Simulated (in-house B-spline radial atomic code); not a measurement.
Ce: [Xe] 4f1 5d1 6s2

Level of theory: Dirac-Kohn-Sham B3LYP, spherical fractional occupations, exact exchange averaged over the configuration, Fermi nucleus of rms radius 4.8771 fm; calculated with an all-electron radial atomic-structure program (B-spline basis).

Effective charges: Z_r = [3n² - l(l+1)]/(2<r>) from the radius, Z_e = n√(-2ε) from the energy, and Slater's rules. Values are occupation-weighted means over j. An effective charge above Z reflects the relativistic contraction of the inner shells.

```
shell  electrons   ε (eV)  <r> (bohr)    Z_r    Z_e  Slater
   1s          2   -40322     0.02457  61.04  54.44   57.70
   2s          2    -6476      0.1047  57.29  43.63   53.85
   2p          6  -5813.8     0.09209  54.29  41.34   53.85
   3s          2  -1403.7      0.2781  48.54  30.47   46.75
   3p          6  -1190.4       0.276  45.29  28.06   46.75
   3d         10  -879.95      0.2535  41.42  24.13   36.85
   4s          2  -288.05      0.6372  37.67  18.41   30.25
   4p          6  -217.51      0.6742  34.12  15.99   30.25
   4d         10  -113.75      0.7449  28.19  11.57   18.85
   5s          2  -42.835        1.52  24.67   8.87   11.40
   5p          6  -24.652       1.761  20.72   6.73   11.40
   4f          1  -7.2652       1.089  16.53   2.92   12.00
   6s          2  -4.1148       4.373  12.35   3.30    3.00
   5d          1  -3.8175       2.925  11.80   2.65    3.00
```

The least bound orbital is 5d5/2 at -3.742 eV, while the most diffuse is 6s1/2 (<r> = 4.373 bohr against 2.95 bohr): energy order and size order differ. The part-filled 4f shell lies below the filled 6s shell in orbital energy.

Spin-orbit splittings of the orbital energies (j = l + 1/2 above j = l - 1/2 when positive): 2p 447 eV, 3p 88.25 eV, 3d 18.9 eV, 4p 19.03 eV, 4d 3.339 eV, 5p 2.815 eV, 4f 0.323 eV, 5d 0.1886 eV.

For the 1s electron the small component carries 4.61 % of the norm, the zero-frequency Breit interaction raises the level by 109.6 eV, self-energy by 64.01 eV, and vacuum polarisation lowers it by 9.536 eV.
